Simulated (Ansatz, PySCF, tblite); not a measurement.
Dissociation curve of AlH, singlet.

- FCI = full CI/cc-pVDZ, frozen core (Ansatz, a program for electronic structure)
- RKS-LDA (SVWN5)/6-31G* = restricted LDA (SVWN5)/6-31G*, spherical d run with PySCF
- UCCSDT(Q) = CCSDT(Q) on UHF/cc-pVDZ, frozen core in Ansatz
- RMP2 = MP2 on RHF/cc-pVDZ, frozen core in Ansatz
- GFN2-xTB, 300 K electronic temperature (tblite)

Energies are in kJ/mol, each relative to the lowest point of its own curve near equilibrium.

| R / Å | FCI | RKS-LDA (SVWN5)/6-31G* | UCCSDT(Q) | RMP2 | GFN2-xTB |
|---|---|---|---|---|---|
| 1.25 | 147.9 | 164.2 | 147.9 | 148.4 | 120.5 |
| 1.35 | 72.4 | 83.6 | 72.4 | 72.4 | 48.7 |
| 1.40 | 47.4 | 56.4 | 47.4 | 47.2 | 28.2 |
| 1.50 | 15.7 | 21.0 | 15.7 | 15.4 | 6.2 |
| 1.59 | 2.8 | 5.2 | 2.8 | 2.6 | 0.0 |
| 1.66 | 0.0 | 0.4 | 0.0 | 0.0 | 0.6 |
| 1.68 | 0.1 | 0.0 | 0.1 | 0.2 | 1.4 |
| 1.80 | 7.5 | 4.3 | 7.5 | 8.4 | 10.5 |
| 1.82 | 9.6 | 6.0 | 9.6 | 10.7 | 12.5 |
| 1.93 | 24.3 | 18.2 | 24.3 | 26.5 | 25.2 |
| 2.06 | 46.2 | 37.7 | 46.2 | 50.2 | 43.6 |
| 2.24 | 80.0 | 69.1 | 79.9 | 87.3 | 73.8 |
| 2.48 | 124.9 | 113.3 | 124.9 | 138.4 | 118.6 |
| 2.74 | 168.5 | 159.3 | 168.5 | 191.1 | 170.3 |
| 2.98 | 201.9 | 197.9 | 201.9 | 235.1 | 218.5 |
| 3.30 | 235.3 | 242.5 | — | 285.8 | 279.0 |
| 3.74 | 262.7 | 291.0 | — | 340.7 | 345.2 |
| 4.08 | 273.4 | 319.5 | — | 371.8 | 378.1 |
| 4.44 | 279.0 | 342.8 | — | 394.8 | — |
| 5.00 | 282.4 | 368.0 | — | 411.9 | — |
| 5.78 | 283.5 | 387.4 | — | 406.1 | — |
| 6.68 | 283.8 | 397.0 | — | 373.7 | — |

At the longest distance, 6.68 Å, RKS-LDA (SVWN5)/6-31G* lies highest above its minimum (397.0 kJ/mol) and FCI lowest (283.8 kJ/mol).

The RMP2 curve passes through a maximum at 5.00 Å and then falls by 38.2 kJ/mol up to the last usable point.

A dash means that the run gave no value there, or that the column was ended at a point which the program doubted or which failed a test of continuity chosen for this set; such a test can also cut sound points.

The restricted form behind RKS-LDA (SVWN5)/6-31G*, RMP2 keeps the bonding electrons paired and can't separate into open-shell fragments. The unrestricted determinant behind UCCSDT(Q) is spin-contaminated at 1.25 to 1.82, 2.48 to 6.68 Å (<S²> up to 1.0, against 0.00 for a pure singlet). The T1 diagnostic of CCSD on the restricted reference of RMP2 exceeds 0.045 at 2.74 to 6.68 Å.
